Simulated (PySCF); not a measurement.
Se(iPr)(SH) (C3H8SSe), SMILES CC(C)[Se]S.

Coordinates come from a PBE0-D3(BJ)/def2-SVP optimisation. The values are those of a single conformer.

Level of theory: PBE0/def2-TZVP (PySCF).

The molecule is in vacuum.

Computed frontier levels, gap, dipole moment and polarisability:
- highest occupied level = -6.60 eV
- lowest empty level = -0.98 eV
- orbital gap = 5.62 eV
- dipole moment = 2.08 D
- quadrupole, principal values (traceless, Buckingham form, about the centre of nuclear charge) = -2.79, -1.36, 4.15 D·Å
- mean static polarisability = 83.9 bohr³ (12.43 Å³)
- polarisability, principal values = 66.1, 78.6, 107.0 bohr³
